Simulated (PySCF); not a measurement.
## Tb⁺: excitation energy

Tb⁺ [Xe] 4f9 6s1 (high-spin determinant) → Tb⁺ [Xe] 4f9 6p1 (high-spin determinant), as a difference of total energies. All numbers are calculated (PySCF 2.14, scalar relativity by spin-free X2C-1e, in cc-pVDZ-X2C (8s7p5d3f1g, 84 functions)). Correlated levels: valence: [Kr] 4d10 frozen. The calculations carry no spin-orbit coupling.

```json
{"method": "UHF", "excitation energy (eV)": "2.967"}
{"method": "MP2 (valence)", "excitation energy (eV)": "3.314"}
{"method": "SCS-MP2 (valence)", "excitation energy (eV)": "3.230"}
{"method": "CCSD (valence)", "excitation energy (eV)": "3.217"}
{"method": "CCSD(T) (valence)", "excitation energy (eV)": "3.183"}
```

Task: How much does correlation contribute at CCSD(T) (valence)?

Result: 3.183 − (2.967) = 0.216 eV, measured against UHF.

A first-order spin-orbit estimate (lowest level to lowest level, LS coupling) adds 0.072 eV.

The basis was made for the ground configuration and has no added diffuse functions, so the excitation energy can come out too high.

The determinant of the lower state and of the upper state mixes LS terms, which raises its energy above the lowest term, most at the Hartree-Fock and MP2 levels.
